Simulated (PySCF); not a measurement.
C2H3F2, SMILES F[C](C)F (connectivity only; charge and spin as stated), charge +1, multiplicity 1. Heavy atoms are numbered as in [CH3:1][C:2]([F:3])[F:4]. Hydrogens are named by the atom that carries them.

Geometry: PBE-D3(BJ)/def2-SVP. The multiplicity is an assumed one; other spin states were not compared. The isomer is the one that the SMILES or the coordinates give; other isomers of the formula were not compared.

These are PBE/pcSseg-2 (PySCF) values and carry that method's errors.

GIAO shieldings, no solvent; atoms alike by connectivity are averaged. δ = σ(ref) − σ: ¹³C against TMS (σ = 181.4 ppm); ¹⁹F against CFCl3 (σ = 132.0 ppm); ¹H against TMS (σ = 31.47 ppm), references at their B3LYP-D3(BJ)/def2-TZVP geometries, non-relativistic.

Computed chemical shifts:
| nucleus | atoms | count | δ (ppm) |
|---|---|---|---|
| ¹³C | C2 | 1 | 222.8 |
| ¹³C | C1 (CH3) | 1 | 29.6 |
| ¹⁹F | F3 | 2 | 121.0 |
| ¹H | H on C1 | 3 | 4.63 |
